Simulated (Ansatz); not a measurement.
B4F⁻. The state is a quintet with charge -1. Geometry PBE-D4/def2-SVPD; atoms count from 1.

```xyz
5

B    -0.1399    0.2894    0.8932
B     0.0442    0.6339   -0.7549
B     0.8912   -0.4156   -1.7188
B     0.3890   -0.8823   -0.2096
F    -1.1844    0.3745    1.7901
```

The highest occupied level of the charge -1 quintet lies above zero (up to 0.51 eV). It is a level of α spin, whose loss leaves a quartet; that state wasn't run at this geometry and level. The electron is either unbound and held by the finite basis, or the level is raised by self-interaction error. At PBE0-D4/def2-TZVPD a broken-symmetry singlet of charge -1 lies 2.83 eV below the quintet, each at its own geometry. The structure comes from a short search, and lower isomers may exist.

(1) Estimate the Mulliken populations from the PBE0/def2-TZVPD orbitals of Ansatz.

(2) Where does the spin sit?

(3) And the Mayer bond orders between bonded heavy atoms (over 0.3)?

Results:

(1) 
```json
{"atom": "B1", "charge (e)": "0.11", "spin (α − β)": "0.84"}
{"atom": "B2", "charge (e)": "-0.16", "spin (α − β)": "0.84"}
{"atom": "B3", "charge (e)": "-0.36", "spin (α − β)": "1.42"}
{"atom": "B4", "charge (e)": "-0.16", "spin (α − β)": "0.84"}
{"atom": "F5", "charge (e)": "-0.42", "spin (α − β)": "0.07"}
```
Mulliken values and Mayer orders depend strongly on the basis. With diffuse functions, as here, like atoms can get unlike values, and bond orders can come out too low or too high.

(2) Summed by element: B 3.93, F 0.07, of 4 unpaired in all. Largest on single atoms: B3 1.42, B1 0.84, B2 0.84.

(3) B1–B2 0.78 (1.69 Å); B1–B4 0.78 (1.69 Å); B1–F5 1.01 (1.38 Å); B2–B3 1.09 (1.66 Å); B2–B4 1.39 (1.65 Å); B3–B4 1.09 (1.66 Å). Values over 0.3 also appear between atoms too far apart for a bond (B1–B3 0.36 at 2.90 Å); they arise where an orbital or an unpaired electron spreads over both atoms.
